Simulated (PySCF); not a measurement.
B³⁺ (boron, charge +3) across methods

1s2, closed-shell 1S. All numbers are calculated (PySCF 2.14, the non-relativistic Hamiltonian (point nucleus), in aug-cc-pVTZ (5s4p3d2f, 46 functions)).

| method | E (hartree) | mean ε 1s (eV) | Σ⟨r²⟩ (bohr²) | ⟨S²⟩ |
| --- | --- | --- | --- | --- |
| wB97X-V | -22.0375 | -240.27 | 0.2862 | 0.000 |
| r2SCAN | -22.0323 | -234.36 | 0.2857 | 0.000 |
| PBE0 | -21.9934 | -238.62 | 0.2870 | 0.000 |
| B97-3 | -22.0386 | -239.46 | 0.2858 | 0.000 |
| UHF | -21.98566 | -259.65 | 0.2838 | 0.000 |
| PBE | -21.9806 | -231.35 | 0.2882 | 0.000 |
| LDA | -21.7423 | -229.07 | 0.2919 | 0.000 |
| M06-L | -22.0702 | -234.57 | 0.2831 | 0.000 |

(1) Estimate the same row for wB97X.

Results:

(1) E (hartree) = -22.0730; mean ε 1s (eV) = -240.05; Σ⟨r²⟩ (bohr²) = 0.2836; ⟨S²⟩ = 0.000.
